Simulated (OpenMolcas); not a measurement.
Computed levels of 2s2 2p in ions with 5 electrons, in cm-1 above 2P* 1/2.

```yaml
Program: OpenMolcas
Method: MS-CASPT2, IPEA 0.25 Eh, imaginary shift 0.1 Eh
Basis: ANO-RCC-VTZP
Scalar_Hamiltonian: DKH2, point nucleus
Spin-orbit_coupling: state interaction with AMFI integrals over the reference wave functions, term energies averaged over their components
```

Active space for each ion: 3 electrons in 4 orbitals (2s 2p); closed shells correlated by CASPT2: 1s.

| Level | C+ | O3+ |
| --- | --- | --- |
| 2P* 3/2 | 57.3 | 360 |

Task: Estimate 2P* 3/2 for N2+ from its neighbours C+ and O3+.

Result: 2P* 3/2 is fine structure, which grows about as the fourth power of a screened charge, so the fourth roots are averaged: ((57.3^0.25 + 360^0.25) / 2)^4 = 159. The calculation gives 158, so the estimate is off by +0.6 %; the measured value is 174 (Moore, Selected Tables of Atomic Spectra, NSRDS-NBS 3, section 5).

Measured partners are found by configuration, term and J. A level has none where our copy of the source lacks it or the pairing is in doubt (some pairs that miss far off the trend of their configuration count as doubtful), and it then counts in no deviation. Levels of configurations outside the active space are missing.

* marks odd parity.
